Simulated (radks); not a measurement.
Neutral manganese, [Ar] 3d5 4s2. All-electron calculation, non-relativistic Kohn-Sham, PBE, spin-polarised, spherical densities, point nucleus. Program: a radial shooting solver on a logarithmic mesh with Libxc functionals. Every spin shell is full or empty, so the densities are truly spherical. Functionals are evaluated on that one density, not self-consistently. Rank these exchange functionals by their error against the exact value of the orbitals, and give that value: LDA, PW91, PW86, WC, SOGGA, B86b, EV93, MS2, MVS.

Answer. Exact: -50.8762 hartree. From best to worst, with 100 (|E| - |E exact|)/|E exact| (equal figures are ties): MS2 -0.02, MVS +0.03, PW91 +0.18, B86b +0.30, PW86 +0.50, EV93 +0.70, WC -1.02, SOGGA -2.78, LDA -6.41.
